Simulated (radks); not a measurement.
These are the eigenvalues of the occupied orbitals of an atom or ion with whole-number occupations (eV). Method: Dirac Kohn-Sham, PBEsol, spin-unpolarised, spherical densities, finite nucleus; Fermi nuclear charge, rms radius of each element as measured or else 0.836 A^(1/3) + 0.57 fm; computed with a radial shooting solver on a logarithmic mesh with Libxc functionals.

1s1/2: -12499.92
2s1/2: -1614.072
2p1/2: -1449.282
2p3/2: -1407.571
3s1/2: -221.8281
3p1/2: -165.4921
3p3/2: -159.6173
3d3/2: -62.4418
3d5/2: -61.5460
4s1/2: -25.2585
4p1/2: -14.1299
4p3/2: -13.6856
7s1/2: -0.6259

Which element is it, and in what charge state? The configuration may be excited. Open shells, if any, fill j = l - 1/2 first.

Answer. Z = 34, selenium, charge 0: Se in [Ar] 3d10 4s2 4p3 7s1. The list shows which subshells hold electrons but not how many an open one holds; the 1s level, -459.36 hartree, gives Z - s = 30.3 by -(Z - s)^2/2, which with screening and relativity narrows Z to a few neighbours, and the depths of the outer levels then fix element, charge and occupations together.
